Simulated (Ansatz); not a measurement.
Computed with Ansatz on PBE0-D4/def2-TZVP structures; ΔE is electronic, products minus reactants. CCSD(T)/CBS is the MP2 limit (def2-TZVPP, def2-QZVPP) plus CCSD(T) − MP2 in def2-TZVPP, frozen cores. Double bonds are as drawn, so ΔE can hold a change between cis and trans. DFT in def2-TZVPP. One conformer a species, not always the lowest.

`[SiH3]/C=C(\[SiH3])Cl` → `[SiH3]/C=C\[SiH2]Cl`  (isomerisation)

`[SiH3]/C=C(\[SiH3])Cl`:

Z-matrix (Å, degrees):
```
Si
C 1 1.872
H 1 1.486 2 111.4
H 1 1.485 2 107.4 3 119.2
H 1 1.486 2 111.4 3 -121.6
C 2 1.331 1 125.4 3 61.4
H 2 1.090 1 116.9 3 -118.7
Cl 6 1.749 2 120.0 1 180.0
Si 6 1.874 2 128.0 1 -0.0
H 9 1.483 6 109.1 2 119.8
H 9 1.483 6 109.0 2 -120.4
H 9 1.485 6 108.7 2 -0.4
```

`[SiH3]/C=C\[SiH2]Cl`:

Z-matrix (Å, degrees):
```
Si
C 1 1.868
H 1 1.486 2 109.6
H 1 1.484 2 110.6 3 -120.9
H 1 1.487 2 109.2 3 118.4
C 2 1.338 1 126.9 3 113.7
H 2 1.092 1 115.7 3 -65.4
Si 6 1.863 2 126.8 1 0.8
H 6 1.091 2 117.9 1 -178.8
Cl 8 2.061 6 110.5 2 -68.0
H 8 1.482 6 108.9 2 174.4
H 8 1.481 6 112.7 2 52.0
```

CCSD(T)/CBS gives -144.6 kJ/mol.

Task: Another level gave -131.7 kJ/mol. Which?
A. CCSD/def2-TZVPP
B. HF/def2-TZVPP
C. PBE/def2-TZVPP
D. PBE0/def2-TZVPP

Result: C. PBE -131.7, PBE0 -140.1, HF/def2-TZVPP -157.4, CCSD/def2-TZVPP -145.7 kJ/mol.

Largest T1 diagnostic among the species: 0.012.

In def2-TZVPP, CCSD(T) changes the Hartree–Fock value by +15.5 kJ/mol (the triples alone add +3.8 kJ/mol) and MP2 by +13.5 kJ/mol. From PBE to PBE0 (25 % exact exchange), in def2-TZVPP and without D4, ΔE moves by −8.4 kJ/mol.
